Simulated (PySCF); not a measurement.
**Electron correlation in Cd⁴⁶⁺ (cadmium, charge +46)**

1s2, closed-shell 1S. Computed with PySCF 2.14 in an even-tempered Gaussian basis (15 s from 90 bohr⁻², ratio 2.2; 7 p from 140 bohr⁻², ratio 2.4; 4 d from 410 bohr⁻², ratio 2.4; 3 f from 610 bohr⁻², ratio 2.4; 3 g from 920 bohr⁻², ratio 2.4), with the non-relativistic Hamiltonian (point nucleus). Frozen: nothing; 2 electrons correlated; the 11 highest virtual orbitals of each spin left out.

With two correlated electrons CCSD is exact within the correlated space (frozen core and kept virtual orbitals).

```
level  correlation energy (mhartree)
 CCSD                         -45.77
```

Diagnostics: T1 = 9.4e-07, D1 = 0.0000, largest double amplitude 0.001.

A non-relativistic calculation at this Z misses sizeable relativistic shifts.

Cost of the coupled-cluster step: about 2.9 core-seconds, for 2 correlated electrons.

At this charge a non-relativistic calculation is a model, useful for the Z dependence of the correlation energy.
